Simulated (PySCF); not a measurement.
hydrogen fluoride (hydrogen fluoride), singlet, at a GFN2-xTB geometry; R2SCAN/aug-cc-pVDZ in PySCF.

Input for PySCF:
```python
from pyscf import gto, scf, dft

mol = gto.M(
    atom='''
F    -0.00000000   -0.00000000   -0.09325170
H     0.00000000    0.00000000    0.83926531
''',
    basis='aug-cc-pvdz',
    verbose=4,
)

mf = dft.RKS(mol)
mf.xc = 'r2scan'
mf.kernel()
```

The log (banner, timings and long lists left out):

```
PySCF version 2.14.0

[INPUT] verbose = 4
[INPUT] num. atoms = 2
[INPUT] num. electrons = 10
[INPUT] charge = 0
[INPUT] spin (= nelec alpha-beta = 2S) = 0
[INPUT] symmetry False subgroup None
[INPUT] Mole.unit = angstrom
[INPUT] Symbol           X                Y                Z      unit          X                Y                Z       unit  Magmom
[INPUT]  1 F      0.000000000000   0.000000000000  -0.093251700000 AA    0.000000000000   0.000000000000  -0.176220173650 Bohr   0.0
[INPUT]  2 H      0.000000000000   0.000000000000   0.839265310000 AA    0.000000000000   0.000000000000   1.585981581748 Bohr   0.0

nuclear repulsion = 5.10724721072916
number of shells = 13
number of NR pGTOs = 46
number of NR cGTOs = 32
basis = aug-cc-pvdz
ecp = {}

******** <class 'pyscf.dft.rks.RKS'> ********
method = RKS
initial guess = minao
damping factor = 0
level_shift factor = 0
DIIS = <class 'pyscf.scf.diis.CDIIS'>
diis_start_cycle = 1
diis_space = 8
diis_damp = 0
SCF conv_tol = 1e-09
SCF conv_tol_grad = None
SCF max_cycles = 50
direct_scf = True
direct_scf_tol = 1e-13
XC library pyscf.dft.libxc version 7.1.2
    S. Lehtola, C. Steigemann, M. J. T. Oliveira, and M. A. L. Marques,  SoftwareX 7, 1–5 (2018)
XC functionals = r2scan
    J. W. Furness, A. D. Kaplan, J. Ning, J. P. Perdew, and J. Sun,  J. Phys. Chem. Lett. 11, 8208–8215 (2020)
    J. W. Furness, A. D. Kaplan, J. Ning, J. P. Perdew, and J. Sun,  J. Phys. Chem. Lett. 11, 9248–9248 (2020)
    J. W. Furness, A. D. Kaplan, J. Ning, J. P. Perdew, and J. Sun,  J. Phys. Chem. Lett. 11, 8208–8215 (2020)
    J. W. Furness, A. D. Kaplan, J. Ning, J. P. Perdew, and J. Sun,  J. Phys. Chem. Lett. 11, 9248–9248 (2020)
radial grids:
    Treutler-Ahlrichs [JCP 102, 346 (1995); DOI:10.1063/1.469408] (M4) radial grids

becke partition: Becke, JCP 88, 2547 (1988); DOI:10.1063/1.454033
pruning grids: <function nwchem_prune>
grids dens level: 3
symmetrized grids: False
atomic radii adjust function: <function treutler_atomic_radii_adjust>
small_rho_cutoff = 0
Set gradient conv threshold to 3.16228e-05
Initial guess from minao.
tot grids = 24072
init E= -100.362390694712
  HOMO = -0.472387117268773  LUMO = -0.0158827313142602  gap/eV = 12.42212
cycle= 1 E= -100.377813127148  delta_E= -0.0154  |g|= 0.461  |ddm|= 1.11
  HOMO = -0.25095430369461  LUMO = 0.00230333077424749  gap/eV = 6.89149
cycle= 2 E= -100.310927558639  delta_E= 0.0669  |g|= 0.803  |ddm|= 0.642
  HOMO = -0.375067892554236  LUMO = -0.0108723651037055  gap/eV = 9.91027
cycle= 3 E= -100.414480873646  delta_E= -0.104  |g|= 0.0191  |ddm|= 0.396
  HOMO = -0.370629101694485  LUMO = -0.00904053740081867  gap/eV = 9.83933
cycle= 4 E= -100.414539749035  delta_E= -5.89e-05  |g|= 0.00394  |ddm|= 0.0142
  HOMO = -0.370991619268317  LUMO = -0.00936905965379164  gap/eV = 9.84025
cycle= 5 E= -100.414541938773  delta_E= -2.19e-06  |g|= 0.000704  |ddm|= 0.00216
  HOMO = -0.371170578601102  LUMO = -0.00943473523077198  gap/eV = 9.84333
cycle= 6 E= -100.414542014077  delta_E= -7.53e-08  |g|= 1.1e-05  |ddm|= 0.000408
  HOMO = -0.371171562839215  LUMO = -0.00943214834336459  gap/eV = 9.84343
cycle= 7 E= -100.414542014107  delta_E= -3.08e-11  |g|= 3.36e-06  |ddm|= 2.31e-05
  HOMO = -0.371169917105487  LUMO = -0.00943187304716187  gap/eV = 9.84339
Extra cycle  E= -100.414542014105  delta_E= 2.59e-12  |g|= 5.46e-06  |ddm|= 4.14e-06
converged SCF energy = -100.414542014105
```
